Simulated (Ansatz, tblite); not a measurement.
Cost and result up the ladder for the cluster Li₂Al₂⁺ (4 atoms). Charge 1, multiplicity 2. Geometry: PBE-D4/def2-TZVP.

```xyz
4

Al   -0.8136   -1.4429    0.1888
Al    0.3193   -0.1969   -1.6251
Li   -1.1101    1.5390    0.3645
Li    1.6044    0.1009    1.0717
```

Ansatz on 4 threads of Arm Neoverse V1 on a shared host; xTB runs through tblite on one thread. Times are rough, summed over both states, and most runs start from the orbitals of an earlier one. RPA@PBE/def2-TZVP serves as the yardstick here, not as an exact answer. Differences are given only for rows in sets of like size (and for xTB, whose basis is part of the method), since another set adds its own error. The other state is a quartet at its own geometry, which has other bonds, so the gap mixes isomer and spin.

The xTB rows come from tblite. B3LYP takes the VWN-RPA correlation. HSE06 is defined as in plane-wave codes, on full-range PBE exchange. Correlated methods freeze 10 core orbitals; core or outer-core shells of Li are correlated, in sets that lack core-valence functions. Another isomer (doublet) lies 0.10 eV lower at PBE0-D4/def2-TZVP.

Run but left out: HF/6-31G, HF/def2-TZVP, HF/def2-TZVPP, MP2/def2-TZVP, MP2/def2-TZVPP, CCSD/def2-TZVPP, CCSD(T)/def2-TZVPP (doublet: ⟨S²⟩ 1.27 to 1.66, where a pure state has 0.75).

Correlated methods converge slowly with the basis.

xTB has no spin-polarisation term.

| level | functions | wall time | quartet − doublet (eV) | difference from RPA@PBE/def2-TZVP (eV) | remarks |
| --- | --- | --- | --- | --- | --- |
| GFN1-xTB | 26 | 0.004 s | 2.70 | 2.37 | – |
| GFN2-xTB | 26 | 0.007 s | 0.52 | 0.19 | – |
| B3LYP-D4/6-31G | 44 | 1.9 s | 0.41 | – | – |
| PBE-D4/def2-TZVP | 102 | 2.5 s | 0.42 | 0.09 | – |
| RPA@PBE/def2-TZVP | 102 | 3.4 s | 0.33 | 0.00 | – |
| B3LYP-D4/def2-TZVP | 102 | 3.7 s | 0.43 | 0.11 | – |
| HSE06-D4/def2-TZVP | 102 | 4.7 s | 0.34 | 0.02 | – |
| CAM-B3LYP-D4/def2-TZVP | 102 | 5.3 s | 0.36 | 0.03 | – |
| B2PLYP/def2-TZVP | 102 | 5.7 s | 0.40 | 0.08 | spin-contaminated (⟨S²⟩ 0.88) (doublet) |
| PBE0-D4/def2-TZVP (with forces) | 102 | 9.3 s | 0.34 | 0.01 | – |
| r2SCAN-D4/def2-TZVP | 102 | 11 s | 0.29 | -0.04 | spin-contaminated (⟨S²⟩ 0.83) (doublet) |
| r2SCAN0-D4/def2-TZVP | 102 | 12 s | 0.24 | -0.08 | spin-contaminated (⟨S²⟩ 1.00) (doublet) |
